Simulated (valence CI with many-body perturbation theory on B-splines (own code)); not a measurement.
**Pb77+: magnetic and hyperfine properties of the levels**

Computed by valence CI with perturbative core correlation (CI+MBPT): three valence electrons over a frozen Dirac-Fock core [He], a basis of 11 s, 11 p, 9 d, 7 f, 5 g, 2 h, 1 i functions for each j, with the one-electron correlation potential Σ1, the two-electron term Σ2, the three-electron term Σ3, Breit, model QED; selected CI, second order for the rest (own B-spline code, finite nucleus).

No measured spectrum was set against this ion. As an estimate, large intervals hold to a few tenths of a per cent, small ones and those within an open d or f shell to about a per cent.

A/g_I is the dipole constant over the nuclear g factor μ/I (μ in nuclear magnetons, uniformly magnetised nucleus), B/Q the quadrupole constant per barn. Both hold the static response of the core; the bare values leave it out. Large factors of s and p1/2 electrons are usually good to 5 to 10 %; those of open d and f shells near neutrality can be off by tens of per cent, and small factors of p3/2, d and f electrons come from cancelling terms and can be off by a factor of two or in sign, in half-filled shells by more. B is blank for J = 1/2, where it vanishes, and for nearly pure S terms. Energies count from the lowest level.

Levels are named by their leading jj configuration (3d3/2^4 stands for four electrons in 3d with j = 3/2), which in mixed levels can hold well under half, so a name can repeat and another be missing. Letters in brackets count levels of one name in rising energy.

```tsv
Level	E (Ry)	g	A/g_I (MHz)	A/g_I bare	B/Q (MHz/b)	B/Q bare
(2s^2 2p1/2) J=1/2	0.0	0.602	1.28e+07	1.27e+07		
(2s 2p1/2^2) J=1/2	24.0	1.991	3.80e+07	3.76e+07		
(2s^2 2p3/2) J=3/2	173.0	1.288	1200000	1220000	2420000	2420000
(2s 2p1/2 2p3/2) J=3/2 [a]	190.0	1.605	8830000	8770000	1900000	1900000
(2s 2p1/2 2p3/2) J=5/2	193.1	1.290	1.09e+07	1.08e+07	2180000	2180000
(2s 2p1/2 2p3/2) J=1/2	199.4	1.274	-1.49e+07	-1.47e+07		
(2s 2p1/2 2p3/2) J=3/2 [b]	199.5	0.967	-12200	49600	1170000	1170000
(2p1/2^2 2p3/2) J=3/2	224.2	1.298	1120000	1180000	2350000	2360000
(2s 2p3/2^2) J=5/2	364.2	1.410	8620000	8570000	230000	230000
(2s 2p3/2^2) J=1/2	373.5	1.914	3.83e+07	3.79e+07		
(2s 2p3/2^2) J=3/2	373.6	1.159	-6250000	-6120000	-181000	-181000
(2p1/2 2p3/2^2) J=3/2	392.9	1.425	-1190000	-1120000	91000	91100
(2p1/2 2p3/2^2) J=5/2	394.5	1.151	3480000	3500000	-6370	-6380
(2p1/2 2p3/2^2) J=1/2	399.5	0.602	1.28e+07	1.28e+07		
(2p3/2^3) J=3/2	569.5	1.280	1160000	1210000	-2450000	-2450000
(2s^2 3s) J=1/2	997.3	1.975	1.13e+07	1.12e+07		
(2s^2 3p1/2) J=1/2	1005.1	0.650	3890000	3870000		
(2s 2p1/2 3s) J=1/2 [a]	1013.4	2.345	2.20e+07	2.17e+07		
(2s 2p1/2 3s) J=3/2	1015.7	1.514	2.08e+07	2.06e+07	-141000	-141000
(2s 2p1/2 3s) J=1/2 [b]	1018.4	0.671	1.96e+07	1.95e+07		
(2s 2p1/2 3p1/2) J=1/2 [a]	1020.0	0.252	-2070000	-2000000		
(2s 2p1/2 3p1/2) J=3/2	1022.3	1.069	1.84e+07	1.82e+07	-137000	-138000
(2s 2p1/2 3p1/2) J=1/2 [b]	1026.3	1.888	3.87e+07	3.84e+07		
(2p1/2^2 3s) J=1/2	1041.9	1.976	1.09e+07	1.08e+07		
(2p1/2^2 3p1/2) J=1/2	1047.9	0.638	3900000	3880000		
(2s^2 3p3/2) J=3/2	1056.1	1.314	377000	386000	757000	758000
(2s^2 3d3/2) J=3/2	1061.0	0.781	233000	233000	145000	146000
(2s 2p1/2 3p3/2) J=3/2 [a]	1072.1	1.381	1660000	1660000	745000	746000
(2s^2 3d5/2) J=5/2	1073.6	1.227	4090000	4060000	359000	360000
(2s 2p1/2 3p3/2) J=3/2 [b]	1075.1	1.236	5790000	5760000	262000	262000
(2s 2p1/2 3p3/2) J=5/2	1075.3	1.257	6470000	6420000	423000	424000
(2s 2p1/2 3p3/2) J=1/2	1075.4	1.334	-1.64e+07	-1.62e+07		
(2s 2p1/2 3d3/2) J=3/2 [a]	1076.0	0.574	-3150000	-3100000	145000	146000
(2s 2p1/2 3d3/2) J=5/2	1078.5	0.988	1.03e+07	1.02e+07	16200	16900
(2s 2p1/2 3d3/2) J=3/2 [b]	1079.9	1.133	1.03e+07	1.02e+07	130000	130000
(2s 2p1/2 3d3/2) J=1/2	1080.2	0.442	-1.67e+07	-1.65e+07		
(2s 2p1/2 3d5/2) J=5/2 [a]	1090.0	1.292	2310000	2280000	161000	162000
(2s 2p1/2 3d5/2) J=7/2	1092.4	1.211	7390000	7330000	14700	15600
(2s 2p1/2 3d5/2) J=5/2 [b]	1093.3	1.075	841000	843000	242000	243000
(2s 2p1/2 3d5/2) J=3/2	1093.4	1.130	-9680000	-9600000	94700	95300
```

**Question.** Take the isotope of mass number 207, with I = 1/2, μ = 0.5906 μN. What is the hyperfine structure of (2s^2 2p3/2) J=3/2?

**Answer.** From the table A = 1420000 MHz. Shifts from the centre of gravity in MHz: F = 1: -1780000, F = 2: 1060000.
